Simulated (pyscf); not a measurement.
## H₃C–Se•, doublet

Gas-phase minimum from PySCF at ωB97X-D3(BJ)/def2-SVP, one conformer. Other isomers of H₃C–Se• were not searched in full and may lie lower. 

```
C
H 1 1.0983
H 1 1.0989 2 110.73
H 1 1.1024 2 108.61 3 118.53
Se 1 1.9308 2 111.50 4 117.47
```
Charge 0, spin multiplicity 2.

Properties at ωB97X-D3(BJ)/def2-SVP:

| Quantity | Value |
|---|---|
| Harmonic wavenumbers, unscaled | 562, 639, 839, 1311, 1375, 1456, 3072, 3174, 3193 cm⁻¹ |
| Zero-point energy | 22.3 kcal/mol |
| Rotational symmetry number | 3 |
| Entropy of this conformer at 298 K and 1 atm, rigid rotor and harmonic oscillator, modes under 100 cm⁻¹ raised to 100 | 253.2 J/(mol K) |
| Dipole moment | 1.44 D |
| Spin expectation value S2 | 0.752 |

Single-point totals, which compare only within one level (frozen core for MP2 and CC):

```
level                   total energy (hartree)
----------------------  ----------------------
ωB97X-D3(BJ)/def2-TZVP             -2441.39454
PBE/def2-TZVP                      -2441.02384
r²SCAN/def2-TZVP                   -2441.40529
B3LYP-D3(BJ)/def2-TZVP             -2441.48937
PBE0-D3(BJ)/def2-TZVP              -2441.11162
M06-2X/def2-TZVP                   -2441.44744
ωB97M-D3(BJ)/def2-TZVP             -2441.46328
UHF/def2-TZVPP                     -2439.45808
MP2/def2-TZVPP                     -2439.88197
CCSD/def2-TZVPP                    -2439.90484
CCSD(T)/def2-TZVPP                 -2439.92067
```

The CCSD(T) − MP2 part came from Ansatz, without density fitting, on the same reference. The frozen core leaves the outer d or s,p core shells of the metals and heavy elements correlated in the MP2 and CC values, and def2-TZVPP describes them poorly, so these totals are far from the basis limit. Elements up to Kr have no core potential and no relativistic terms here.
